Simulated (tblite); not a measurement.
Species: C5H7F2O (doublet state).
SMILES with atom numbers: `[F:1][CH:2]([F:3])[C:4]1[CH2:5][CH2:6][CH2:7][O:8]1` (hydrogens: H9 on C2; H10, H11 on C5; H12, H13 on C6; H14, H15 on C7)

Computed with GFN2-xTB (tblite), gas phase: L-BFGS steps from a force-field or distance-geometry start until the largest atomic force falls under 0.01 eV/Å.

At the end of the run (lengths in Å): C7–O8 1.419, C6–C7 1.533, C5–C6 1.533, C4–O8 1.368, C4–C5 1.489, F1–C2 1.370, C2–F3 1.382, C4–O8–C7 108.1°, C2–C4–C5 127.9°, F1–C2–F3 103.3°, C2–C4–O8 118.7°, F1–C2–C4–C5 -58°, C2–C4–C5–C6 173°, C4–C5–C6–C7 26°, H12–C6–C7–O8 -151°, H14–C7–C6–C5 88°.

Problem. These geometries were met on the way; a selection of coordinates is given. Order them by energy above the end point, lowest first.
A. C7–O8 1.425, C6–C7 1.532, C5–C6 1.530, C4–O8 1.369, C4–C5 1.491, F1–C2 1.370, C2–F3 1.381, C4–O8–C7 107.3°, C2–C4–C5 125.3°, F1–C2–F3 102.8°, C2–C4–O8 121.2°, F1–C2–C4–C5 -58°, C2–C4–C5–C6 171°, C4–C5–C6–C7 29°, H12–C6–C7–O8 -155°, H14–C7–C6–C5 84°
B. C7–O8 1.441, C6–C7 1.513, C5–C6 1.514, C4–O8 1.388, C4–C5 1.471, F1–C2 1.354, C2–F3 1.369, C4–O8–C7 103.9°, C2–C4–C5 124.3°, F1–C2–F3 106.3°, C2–C4–O8 120.4°, F1–C2–C4–C5 -59°, C2–C4–C5–C6 170°, C4–C5–C6–C7 29°, H12–C6–C7–O8 -157°, H14–C7–C6–C5 83°
C. C7–O8 1.428, C6–C7 1.528, C5–C6 1.520, C4–O8 1.370, C4–C5 1.491, F1–C2 1.369, C2–F3 1.379, C4–O8–C7 106.0°, C2–C4–C5 124.2°, F1–C2–F3 105.0°, C2–C4–O8 121.6°, F1–C2–C4–C5 -58°, C2–C4–C5–C6 170°, C4–C5–C6–C7 29°, H12–C6–C7–O8 -156°, H14–C7–C6–C5 84°
D. C7–O8 1.419, C6–C7 1.533, C5–C6 1.534, C4–O8 1.367, C4–C5 1.487, F1–C2 1.371, C2–F3 1.384, C4–O8–C7 107.9°, C2–C4–C5 126.5°, F1–C2–F3 103.5°, C2–C4–O8 120.2°, F1–C2–C4–C5 -58°, C2–C4–C5–C6 171°, C4–C5–C6–C7 29°, H12–C6–C7–O8 -154°, H14–C7–C6–C5 85°
E. C7–O8 1.417, C6–C7 1.529, C5–C6 1.527, C4–O8 1.366, C4–C5 1.487, F1–C2 1.377, C2–F3 1.386, C4–O8–C7 107.5°, C2–C4–C5 125.0°, F1–C2–F3 103.4°, C2–C4–O8 121.7°, F1–C2–C4–C5 -57°, C2–C4–C5–C6 171°, C4–C5–C6–C7 29°, H12–C6–C7–O8 -156°, H14–C7–C6–C5 84°

Solution. D (0.006 eV), A (0.012 eV), E (0.024 eV), C (0.044 eV), B (0.092 eV).

```
step  E above end (eV)  rms distance from the end, all atoms (Å)  largest force (eV/Å)  rms shift of all bonds from the end (Å)
  12             0.006                                     0.042                 0.098                                    0.001
   7             0.012                                     0.054                 0.115                                    0.002
   3             0.024                                     0.062                 0.219                                    0.004
   1             0.044                                     0.066                 0.414                                    0.005
   0             0.092                                     0.068                 1.288                                    0.014
```

Rows stand in the order of the answer.
